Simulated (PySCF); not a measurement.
Precursor series Hf Cl-H. Isolated molecules, 0 K electronic values unless said otherwise.

Level of theory: PBE-D3(BJ)/def2-TZVP // r2SCAN-D4/def2-SVP in PySCF. All candidates: neutral, multiplicity 1. 

| Quantity | Result |
|---|---|
| HOMO–LUMO gap | 5.29 eV |
| HOMO | -8.32 eV |
| LUMO | -3.02 eV |

**Question.** Name which member has these values.
(A) [Hf(Cl)(H)3]
(B) [Hf(H)4]
(C) [Hf(Cl)3(H)]
(D) [Hf(Cl)4]

**Answer.** D, [Hf(Cl)4]. The others give [Hf(Cl)(H)3]: 4.13 eV, -7.26 eV, -3.13 eV; [Hf(H)4]: 4.05 eV, -7.12 eV, -3.07 eV; [Hf(Cl)3(H)]: 4.73 eV, -7.85 eV, -3.12 eV
